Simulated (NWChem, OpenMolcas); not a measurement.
From NWChem to OpenMolcas

This NWChem 7.3.0 job computes CH2F3Si (SMILES [CH2][Si](F)(F)F):

run.py:
```python
from ase import Atoms
from ase.calculators.nwchem import NWChem

atoms = Atoms(['C', 'Si', 'F', 'F', 'F', 'H', 'H'], positions=[
    [-0.691800, 0.401700, 0.763500],
    [0.442900, -0.260900, -0.483500],
    [0.009400, 0.178500, -1.934200],
    [0.495400, -1.838000, -0.481100],
    [1.916900, 0.241300, -0.236600],
    [-1.731100, 0.616200, 0.542200],
    [-0.380400, 0.593100, 1.784100],
])

calc = NWChem(
    label='ch2f3si',
    theory='scf',
    memory='2200 mb',
    basis='def2-SVP',
    basispar='spherical bse',
    scf={'nopen': '1', 'uhf': None, 'thresh': '1e-08', 'maxiter': '80'},
)
atoms.calc = calc

forces = atoms.get_forces()
print("Total energy (eV):", round(atoms.get_potential_energy(), 6))
print("forces (eV/A):")
for s, f in zip(atoms.symbols, forces):
    print(f"{s:2s} {f[0]:10.5f} {f[1]:10.5f} {f[2]:10.5f}")
```

```bash
$ export ASE_NWCHEM_COMMAND="nwchem PREFIX.nwi > PREFIX.nwo"
$ python run.py
```

Geometry: relaxed at PBE0-D4/def2-TZVP.

It gives a total energy of -626.082718 Eh.

Task: Write the same calculation for OpenMolcas 26.06 as an input file of the program's own.

Result: For example:

job.input:
```
&GATEWAY
  BasLib=$CurrDir
  Coord
  7
  angstrom
  C       -0.691800       0.401700       0.763500
  Si       0.442900      -0.260900      -0.483500
  F        0.009400       0.178500      -1.934200
  F        0.495400      -1.838000      -0.481100
  F        1.916900       0.241300      -0.236600
  H       -1.731100       0.616200       0.542200
  H       -0.380400       0.593100       1.784100
  Basis=def2-SVP
  Group=NoSym

&SEWARD

&SCF
  UHF
  Spin=2
  Thresholds=1e-10 1e-07 1e-07 1e-05
  PrOrbitals=1 1

&ALASKA
```

```bash
$ export MOLCAS_MEM=1860
$ pymolcas job.input > job.log
```

(Basis files named in the input come from the Basis Set Exchange and aren't shown.)

Its energy is -626.082718 Eh, the same as the first but for the last digit, at most.
